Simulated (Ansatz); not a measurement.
One change: `CO[SiH2]N[SiH2]F` becomes `CO[SiH2]N[SiH2]O`.

Ansatz, PBE0-D4/def2-TZVP geometries, multiplicity 1. Each molecule was computed in one conformer, which needn't be the lowest.

```json
{"property": "HOMO–LUMO gap (PBE/def2-TZVPP) / eV", "`CO[SiH2]N[SiH2]F`": "6.22"}
{"property": "LUMO energy (PBE/def2-TZVPP) / eV", "`CO[SiH2]N[SiH2]F`": "-0.47"}
{"property": "HOMO energy (B3LYP/def2-TZVPP) / eV", "`CO[SiH2]N[SiH2]F`": "-7.97"}
{"property": "HOMO–LUMO gap (PBE0/def2-TZVPP) / eV", "`CO[SiH2]N[SiH2]F`": "8.57"}
{"property": "HOMO–LUMO gap (B3LYP/def2-TZVPP) / eV", "`CO[SiH2]N[SiH2]F`": "8.11"}
{"property": "LUMO energy (B3LYP/def2-TZVPP) / eV", "`CO[SiH2]N[SiH2]F`": "0.14"}
```

Task: What does the change do to each property? (Estimate.)

Result: Ansatz gave: 
```csv
property,`CO[SiH2]N[SiH2]O`,shift
HOMO–LUMO gap (PBE/def2-TZVPP) / eV,5.99,-0.23
LUMO energy (PBE/def2-TZVPP) / eV,-0.38,0.09
HOMO energy (B3LYP/def2-TZVPP) / eV,-7.51,0.46
HOMO–LUMO gap (PBE0/def2-TZVPP) / eV,8.24,-0.33
HOMO–LUMO gap (B3LYP/def2-TZVPP) / eV,7.77,-0.34
LUMO energy (B3LYP/def2-TZVPP) / eV,0.26,0.12
```

With PBE0 the HOMO rises by 0.45 eV and the LUMO rises by 0.12 eV, so the gap narrows by about 0.33 eV. PBE moves the HOMO by 0.32 eV and ωB97M-V by 0.51 eV.

B3LYP here is the variant with VWN-RPA as its local correlation; programs differ in this.
